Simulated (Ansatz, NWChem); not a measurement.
# CBrClF2 (SMILES FC(F)(Cl)Br): from total energies to a heat of formation

CBrClF2 has 5 atoms, charge 0, and is taken as a singlet. SMILES: `FC(F)(Cl)Br`. Geometry: relaxed at PBE0-D4/def2-TZVP.

Total energies at wB97X/6-311G** (NWChem 7.3.0); the atoms run unrestricted:

| species | state | energy (Eh) |
| --- | --- | --- |
| CBrClF2 | singlet | -3272.139606 |
| F | doublet | -99.731405 |
| C | triplet | -37.843071 |
| Cl | doublet | -460.145030 |
| Br | doublet | -2574.101408 |

Harmonic wavenumbers at PBE0-D4/def2-TZVP, in cm⁻¹: 214, 295, 339, 413, 446, 658, 869, 1123, 1191.

Measured heats of formation of the gaseous atoms at 298.15 K, in kJ/mol: F 79.4, C 716.9, Cl 121.3, Br 111.9. Spin-orbit lowering of the atoms at 298 K (mean of the ground term's levels less their thermal mean, from spectra), in kJ/mol: F 1.29, C 0.02, Cl 3.44, Br 14.69. Take 1 Eh = 2625.50 kJ/mol, 1 cm⁻¹ = 0.0119627 kJ/mol, RT = 2.479 kJ/mol.

Question: Work out the heat of formation of the gas at 298 K.

Answer: 
1. Electronic atomisation energy: 2 × (-99.731405) + (-37.843071) + (-460.145030) + (-2574.101408) − (-3272.139606) = 0.587287 Eh = 1541.9 kJ/mol.
2. Zero-point energy: half the sum of the wavenumbers, 2774 cm⁻¹ = 33.2 kJ/mol.
3. Thermal vibrational enthalpy, Σ hcν̃/(exp(hcν̃/kT) − 1): 5.6 kJ/mol. Translation, rotation and pV of a non-linear molecule: 4 RT = 9.9 kJ/mol.
4. The 5 free atoms carry 5/2 RT each: 31.0 kJ/mol.
5. Spin-orbit coupling lowers the free atoms by 2 × 1.29 + 0.02 + 3.44 + 14.69 = 20.7 kJ/mol.
6. Atomisation enthalpy at 298 K: 1541.9 − 20.7 − 33.2 − 5.6 − 9.9 + 31.0 = 1503.5 kJ/mol.
7. Sum of the atoms' heats of formation: 1108.9 kJ/mol. Heat of formation: 1108.9 − 1503.5 = -394.6 kJ/mol.

The tabulated value is -442.2 kJ/mol (Active Thermochemical Tables), so this level is off by +47.6 kJ/mol, or 3.1 % of the atomisation enthalpy. Relativity is left out. Anharmonicity and any spin-orbit splitting of the molecule are left out.
